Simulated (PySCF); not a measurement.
Predicted microwave data (PBE0/pcSseg-1 in PySCF (dipole) on a GFN2-xTB geometry, gas phase) for one isomer of C6H14NPSi:

| Property | Result |
| --- | --- |
| Rotational constants | A = 1237, B = 791.0, C = 609.6 MHz |
| Dipole components | \|μa\| = 3.05 D, \|μb\| = 3.06 D, \|μc\| = 1.33 D |
| Inertial defect | -218.41 u·Å² |
| κ | -0.42 |

**Question.** Which candidate fits, each taken in the one conformer that was computed?
A. `[CH3:1][C:2]#[C:3][P@@:4]([CH3:5])([CH2:6][CH3:7])=[N:8][SiH3:9]` with C3–P4–C6–C7 180°
B. `[SiH3]N=[P@]12CC[C@H](CC1)C2`
C. `[CH3:1][C:2]([CH3:3])([CH2:4][C:5]#[N:6])[CH2:7][SiH2:8][PH2:9]` with C1–C2–C4–C5 65°, C1–C2–C7–Si8 -178°, C2–C7–Si8–P9 -178°, C7–Si8–P9–H -169° and -76°
D. `[CH:1]#[C:2][CH2:3][P:4]([SiH3:5])[CH2:6][N:7]([CH3:8])[CH3:9]` with C2–C3–P4–Si5 -47°, C3–P4–C6–N7 -142°, P4–C6–N7–C8 160°

**Answer.** A. It is CC#C[P@@](C)(CC)=N[SiH3], an asymmetric top, point group C1. The candidates at the same level (rigid rotor, commonest isotopes):

```
                      SMILES  A (MHz)  B (MHz)  C (MHz)  μa (D)  μb (D)  μc (D)  Δ (u·Å²)  point group                        rotor
         C#CCP([SiH3])CN(C)C     1551    830.1    756.6    1.04    1.70    0.54   -266.56           C1               asymmetric top
    CC#C[P@@](C)(CC)=N[SiH3]     1237    791.0    609.6    3.05    3.06    1.33   -218.41           C1               asymmetric top
[SiH3]N=[P@]12CC[C@H](CC1)C2     2563    781.5    722.8    4.33    1.21    0.24   -144.67           C1  near-prolate asymmetric top
         CC(C)(CC#N)C[SiH2]P     1566    649.7    544.8    0.83    3.25    1.35   -172.97           C1               asymmetric top
```

`[SiH3]N=[P@]12CC[C@H](CC1)C2` has A 107 % too high; `C#CCP([SiH3])CN(C)C` has A 25 % too high; `CC(C)(CC#N)C[SiH2]P` has A 27 % too high. No structure here is proved a minimum.
